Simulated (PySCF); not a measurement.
Relaxation of triplet IrH₂⁺

These are results of UPBE0/[Ir def2-TZVP with ECP60, H def2-TZVP], scalar-relativistic core potentials, density fitting, no spin–orbit coupling, PySCF, not measurements. A (50,194) grid was used.

A start displaced from a saddle point along its imaginary mode, of C2v symmetry, held to at least that symmetry:

```xyz
3
charge 1 multiplicity 3, angstrom
Ir    0.0005    0.0012    0.0000
H    -0.0454   -0.1111    1.7156
H    -0.0454   -0.1111   -1.7156
```

Optimiser trace:
```
step  E − E(last) (kJ/mol)  largest gradient (Eh/bohr)
   0                237.34                     0.00701
   1                232.51                     0.01289
   2                212.85                     0.03364
   3                140.70                     0.04885
   4                106.84                     0.05076
   5                 58.71                     0.03210
   6                 41.98                     0.03460
   7                 33.14                     0.00647
   8                 31.79                     0.00335
   9                 28.90                     0.00362
  10                 23.05                     0.00814
  11                 13.92                     0.01992
  12                  6.92                     0.02971
  13                  0.40                     0.00363
  14                  0.07                     0.00162
  15                  0.02                     0.00104
  16                  0.00                     0.00012
  17                  0.00                     0.00000
```

It ends at C2v with Ir–H 1.577 Å (×2); H–Ir–H 44.1°. A frequency run shows a minimum.

Final geometry:
Z-matrix (Å, degrees; charge 1 multiplicity 3):
```
Ir
H  1 1.5768
H  1 1.5768 2 44.12
```

Other spin states or occupations of the open shell can lie lower. No spin–orbit coupling is included, which matters more the heavier the element.
